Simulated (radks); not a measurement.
Task: Dipole-allowed excitations along the series with 29 electrons in [Ar] 3d10 4s1. Calculated with a radial shooting solver on a logarithmic mesh with Libxc functionals: scalar-relativistic Kohn-Sham, LDA (Slater exchange, Perdew-Wang correlation), spin-polarised, spherical densities, finite nucleus; open shells are filled with parallel spins first (spin-orbit coupling, left out, can overturn this in heavy ions); Fermi nuclear charge, rms radius of each element as measured or else 0.836 A^(1/3) + 0.57 fm. Time-dependent linear response with the Hartree and adiabatic LDA kernel, continuum included through the Sternheimer equations, no spin-orbit coupling, so fine structure and intercombination lines are absent. Lines are the poles of the dipole polarisability below minus the highest occupied eigenvalue, found on a grid refined at the orbital gaps; the lowest seven at most are given, and weak or close lines can be missed. The first line takes the name of the lowest orbital gap if no other gap lies below it; otherwise a line is named after a gap within 0.6 % of it, if that gap stands alone.

| species | -e(HOMO) (eV) | lowest orbital gap (eV) | first line (eV) | f | static alpha (bohr^3) |
|---|---|---|---|---|---|
| Ge3+ | 41.539 | 4s-4p 10.515 | 11.272 (4s-4p) | 0.791 | 5.645 |
| As4+ | 58.175 | 4s-4p 12.530 | 13.427 (4s-4p) | 0.785 | 3.879 |
| Se5+ | 76.831 | 4s-4p 14.545 | 15.572 (4s-4p) | 0.774 | 2.810 |
| Kr7+ | 119.99 | 4s-4p 18.615 | 19.887 (4s-4p) | 0.746 | 1.637 |
| Rb8+ | 144.42 | 4s-4p 20.685 | 22.075 (4s-4p) | 0.731 | 1.297 |

Estimate the first line of Br6+, its oscillator strength and the static polarisability.

Result: 17.722 eV (4s-4p), f = 0.760, alpha = 2.114 bohr^3.
